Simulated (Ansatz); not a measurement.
Consider the substitution at a C–B bond: `BC(F)[SiH3]` + CH₃SH → `CSC(F)[SiH3]` + BH₃.

Program: Ansatz. Geometries: PBE0-D4/def2-TZVP. ΔE: electronic, gas phase. CCSD(T)/CBS is the MP2 limit (def2-TZVPP, def2-QZVPP) plus CCSD(T) − MP2 in def2-TZVPP, frozen cores. This one scheme is used for every species. DFT in def2-TZVPP. B3LYP here is the variant with VWN-RPA as its local correlation; programs differ in this. Each species was taken in one conformer, which may not be the lowest.

`BC(F)[SiH3]`:

Z-matrix (Å, degrees):
```
C
F 1 1.391
Si 1 1.941 2 108.7
B 1 1.519 2 117.4 3 112.3
H 1 1.096 2 109.0 3 -112.3
H 3 1.486 1 111.3 2 86.0
H 3 1.482 1 106.4 2 -33.3
H 3 1.483 1 108.8 2 -153.2
H 4 1.198 1 117.2 2 175.3
H 4 1.193 1 121.6 2 -11.3
```

CH₃SH:

```xyz
6

C    -0.420    0.248    0.062
S     0.677   -1.180    0.207
H    -0.020    1.115    0.587
H    -1.358   -0.041    0.534
H    -0.617    0.496   -0.980
H     1.738   -0.638   -0.411
```

`CSC(F)[SiH3]`:

Z-matrix (Å, degrees):
```
C
S 1 1.801
H 1 1.091 2 111.0
H 1 1.090 2 106.9 3 -118.7
H 1 1.089 2 110.5 3 122.8
C 2 1.774 1 101.3 3 -62.2
Si 6 1.906 2 109.0 1 162.9
F 6 1.398 2 112.4 1 -74.9
H 6 1.096 2 109.0 1 42.7
H 7 1.483 6 109.5 2 45.5
H 7 1.484 6 108.4 2 165.7
H 7 1.484 6 108.4 2 -74.9
```

BH₃:

Cartesian coordinates in Å:
```
B 0.000 0.000 0.000
H -0.512 -0.732 -0.792
H 1.172 0.219 -0.060
H -0.660 0.513 0.852
```

```
         level  ΔE (kJ/mol)
     r2SCAN-D4         56.3
       ωB97M-V         53.3
         B3LYP         57.3
CCSD/CBS(def2)         49.6
```

(1) What does CCSD(T)/CBS give? (Best estimate.)

Largest T1 diagnostic among the species: 0.013.

Answers

(1) Computed: +48.0 kJ/mol. The listed levels differ from it by 8.3, 5.3, 9.3, 1.6 kJ/mol.

The D4 term adds −6.0 kJ/mol with B3LYP and −3.4 kJ/mol with PBE0; it sums over pairs of atoms, weighted by their polarisabilities, and B3LYP, whose exchange is more repulsive, gets the larger term.
